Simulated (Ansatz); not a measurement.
CH₂NO (SMILES [NH]C=O), doublet (typed; the unrestricted solution is spin-contaminated), geometry from GFN2-xTB; HF/3-21G (Ansatz, a quantum-chemistry and plane-wave program).

The Ansatz input:
Ansatz 0.2 input:
```yaml
crystal:
  periodic: [false, false, false]
  atoms:
    - {symbol: N, position_ang: [0.85986699, -0.69343707, -0.05411226]}
    - {symbol: C, position_ang: [-0.35523167, -0.27922787, 0.06401295]}
    - {symbol: O, position_ang: [-0.54050716, 0.94259611, -0.00329871]}
    - {symbol: H, position_ang: [1.58424477, 0.00217596, -0.19394028]}
    - {symbol: H, position_ang: [-1.14786635, -1.01351809, 0.21503810]}
basis:
  gaussian:
    orbitals: 3-21G.json
    symmetry_tolerance_ang: 0.01
hamiltonian:
  xc: hf
magnetization: {spin_polarized: true, initial_magnetization: 1}
```
The basis file holds 3-21G in the JSON format of the Basis Set Exchange.

Output, abridged:

```
Functional definition: HF
385 factors; integrals over basis functions are off by at most 7.5e-4 eV
mean field evaluation 1: about -4550.5469 eV, gradient 1.9e1 eV
mean field evaluation 2: about -4550.6215 eV, gradient 1.9e1 eV
mean field evaluation 4: about -4552.1747 eV, gradient 2.9e0 eV
mean field evaluation 8: about -4552.2267 eV, gradient 3.1e-1 eV
mean field evaluation 16: about -4552.5174 eV, gradient 3.8e-3 eV
mean field evaluation 32: about -4553.5896 eV, gradient 3.2e-2 eV
mean field evaluation 64: about -4550.1054 eV, gradient 1.2e1 eV
mean field evaluation 96: about -4552.2213 eV, gradient 1.6e-1 eV
mean field evaluation 128: about -4553.5897 eV, gradient 2.5e-5 eV
mean field -4553.58966089 eV, -167.3413335036 hartree, gradient 2.5e-5 eV, S^2 0.965994; 5 other end points of the search recorded, 0 dependent functions left out
reference -4553.58966089 eV, -167.3413335036 hartree; 12, 11 occupied and 19, 20 virtual orbitals, 385 factors
Total energy: -4553.58966089 eV, -167.3413335036 hartree
```
